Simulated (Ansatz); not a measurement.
Start from `[NH2][Zn][Br]` and change one atom or group to get `[NH2][Zn][NH2]`.

Ansatz, PBE0-D4/def2-TZVP geometries, multiplicity 1. Each molecule was computed in one conformer, which needn't be the lowest.

Scalar relativity is left out up to krypton. Spin–orbit coupling is left out; it splits and shifts lone-pair levels of the heavy atoms by tenths of an eV.

```json
{"property": "HOMO–LUMO gap (B3LYP/def2-TZVPP) / eV", "`[NH2][Zn][Br]`": "5.80"}
{"property": "HOMO–LUMO gap (ωB97M-V/def2-TZVPP) / eV", "`[NH2][Zn][Br]`": "10.31"}
{"property": "HOMO–LUMO gap (PBE0/def2-TZVPP) / eV", "`[NH2][Zn][Br]`": "6.37"}
{"property": "HOMO energy (ωB97M-V/def2-TZVPP) / eV", "`[NH2][Zn][Br]`": "-9.71"}
{"property": "LUMO energy (ωB97M-V/def2-TZVPP) / eV", "`[NH2][Zn][Br]`": "0.59"}
{"property": "ideal-gas entropy at 298 K and 1 bar (rigid rotor, harmonic PBE0-D4/def2-TZVP) / J/(mol·K)", "`[NH2][Zn][Br]`": "308"}
```

Q: Give the same properties after the change, and the shifts. (Estimate.)

A: The calculation gave: 
```
                                                                                  property  `[NH2][Zn][NH2]`  shift
                                                     HOMO–LUMO gap (B3LYP/def2-TZVPP) / eV              5.92   0.12
                                                   HOMO–LUMO gap (ωB97M-V/def2-TZVPP) / eV             10.24  -0.07
                                                      HOMO–LUMO gap (PBE0/def2-TZVPP) / eV              6.47   0.10
                                                     HOMO energy (ωB97M-V/def2-TZVPP) / eV             -9.15   0.56
                                                     LUMO energy (ωB97M-V/def2-TZVPP) / eV              1.09   0.50
ideal-gas entropy at 298 K and 1 bar (rigid rotor, harmonic PBE0-D4/def2-TZVP) / J/(mol·K)               296    -12
```

With PBE0 the HOMO rises by 0.59 eV and the LUMO rises by 0.69 eV, so the gap widens by about 0.10 eV. PBE moves the HOMO by 0.59 eV and ωB97M-V by 0.56 eV. The zero-point energy changes by 63.1 kJ/mol with +6 modes.

B3LYP here is the variant with VWN-RPA as its local correlation; programs differ in this.
